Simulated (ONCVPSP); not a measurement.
## Logarithmic derivatives: neon (Ne), ONCV

```
Element                 : neon (Ne)
Generator               : ONCVPSP 4.0.1
Type                    : optimised norm-conserving Vanderbilt (ONCV)
Functional              : LDA (Perdew-Zunger)
Relativity              : scalar-relativistic
Frozen core             : [He]
Valence charge          : 8
Reference configuration : 2s2 2p5.5 (charge +0.5)
Partial waves           : 2s: rc 0.50 bohr, ncon 4, nbas 8, qcut 10.9 1/bohr, 1 projector; 2p: rc 1.35 bohr, ncon 4, nbas 9, qcut 9.2 1/bohr, 1 projector; d scattering state at 0.26 Ha: rc 1.00 bohr, ncon 3, nbas 8, qcut 10 1/bohr, 2 projectors, debl 0.6 Ha
Local potential         : polynomial inside 0.45 bohr (lpopt 5, dvloc0 -1 Ha)
Core correction         : Teter function, fcfact 1.5, rcfact 1.55
```

The phase is arctan(r·R′/R) of the radial function R(r), unwrapped; energies in Ha, scanned from -3 to 5 Ha. A pole is an energy at which the radial function vanishes at the test radius. The pseudo phase is shifted by a multiple of π to meet the all-electron one at the reference energy, and phase errors are pseudo minus all-electron; the curves can meet again beyond the range given. Levels narrower than the energy grid can be missing from the lists of poles.

```
channel  radius (bohr)  reference energy (Ha)  poles, all-electron  poles, pseudo  unbroken range about the reference energy with phases within 0.05 rad  phase error 1 Ha above the reference energy (rad)
      s           0.51                  -1.66                 none           none                                                        the whole range                                             -0.001
      p           1.37                  -0.83                -0.15          -0.13                                                              below 1.2                                             +0.011
      d           1.01                   0.26                 none           none                                                        the whole range                                             -0.000
```

Phases in the s channel:

| E (Ha) | all-electron | pseudo |
| --- | --- | --- |
| -2.98 | -0.031 | -0.033 |
| -2.54 | -0.097 | -0.098 |
| -2.10 | -0.162 | -0.163 |
| -1.66 | -0.228 | -0.228 |
| -1.22 | -0.293 | -0.293 |
| -0.78 | -0.356 | -0.357 |
| -0.34 | -0.418 | -0.420 |
| 0.10 | -0.478 | -0.481 |
| 0.54 | -0.535 | -0.541 |
| 0.98 | -0.590 | -0.598 |
| 1.42 | -0.642 | -0.653 |
| 1.86 | -0.692 | -0.706 |
| 2.30 | -0.739 | -0.755 |
| 2.74 | -0.783 | -0.802 |
| 3.18 | -0.824 | -0.847 |
| 3.62 | -0.863 | -0.889 |
| 4.06 | -0.900 | -0.929 |
| 4.50 | -0.934 | -0.967 |
| 4.94 | -0.966 | -1.003 |
